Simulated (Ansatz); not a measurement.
Gas-phase electronic energies from Ansatz, PBE0-D4/def2-TZVP geometries. CBS: MP2 limit from def2 TZ/QZ plus the TZ coupled-cluster correction, frozen cores. Functionals use def2-TZVPP. B3LYP here is the variant with VWN-RPA as its local correlation; programs differ in this. For Ga, Se outer-core shells are correlated without core-valence functions, which leaves a few kJ/mol of doubt a bond. Scalar relativity is left out up to krypton. One conformer a species, not always the lowest.

`C[CH2][GaH][SeH]` + `[CH3][Ga]([NH2])[Cl]` → `[NH2][GaH][SeH]` + `C[CH2][Ga]([CH3])[Cl]`  (redistribution)

```json
{"level": "r2SCAN-D4", "ΔE (kcal/mol)": "1.1", "difference from CCSD(T)/CBS": "-0.2"}
{"level": "ωB97X-V", "ΔE (kcal/mol)": "1.0", "difference from CCSD(T)/CBS": "-0.3"}
{"level": "ωB97M-V", "ΔE (kcal/mol)": "1.1", "difference from CCSD(T)/CBS": "-0.2"}
{"level": "PBE", "ΔE (kcal/mol)": "0.9", "difference from CCSD(T)/CBS": "-0.4"}
{"level": "B3LYP", "ΔE (kcal/mol)": "0.6", "difference from CCSD(T)/CBS": "-0.7"}
{"level": "MP2/def2-TZVPP", "ΔE (kcal/mol)": "1.3", "difference from CCSD(T)/CBS": "0.0"}
{"level": "CCSD/def2-TZVPP", "ΔE (kcal/mol)": "1.1", "difference from CCSD(T)/CBS": "-0.2"}
{"level": "CCSD(T)/def2-TZVPP", "ΔE (kcal/mol)": "1.3", "difference from CCSD(T)/CBS": "0.0"}
{"level": "HF/def2-QZVPP", "ΔE (kcal/mol)": "0.5", "difference from CCSD(T)/CBS": "-0.8"}
{"level": "MP2/def2-QZVPP", "ΔE (kcal/mol)": "1.3", "difference from CCSD(T)/CBS": "0.0"}
{"level": "CCSD(T)/CBS", "ΔE (kcal/mol)": "1.3", "difference from CCSD(T)/CBS": "0"}
```

Largest T1 diagnostic among the species: 0.012.

In def2-TZVPP, CCSD(T) changes the Hartree–Fock value by +0.8 kcal/mol (the triples alone add +0.1 kcal/mol) and MP2 by +0.8 kcal/mol.
